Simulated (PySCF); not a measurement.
Lu: ionisation energy

Lu [Xe] 4f14 5d1 6s2 (2D) → Lu⁺ [Xe] 4f14 6s2 (1S), as a difference of total energies. Calculation: PySCF 2.14, in cc-pVDZ-X2C; the spin-free X2C one-electron Hamiltonian (Gaussian nucleus). Correlated levels: valence: [Kr] 4d10 frozen. The calculations carry no spin-orbit coupling.

```tsv
method	ionisation energy (eV)	plus first-order spin-orbit estimate	error of that sum (eV)
UHF	4.471	4.664	-0.762
MP2 (valence)	4.899	5.092	-0.334
SCS-MP2 (valence)	4.777	4.971	-0.455
CCSD (valence)	4.875	5.069	-0.357
CCSD(T) (valence)	4.925	5.118	-0.308
```

Reference: 5.426 eV (measured; NIST Atomic Spectra Database, ionization energies).

A first-order spin-orbit estimate (lowest level to lowest level, LS coupling) adds 0.193 eV.

Errors of the correlated levels include the incompleteness of this basis and the frozen core.
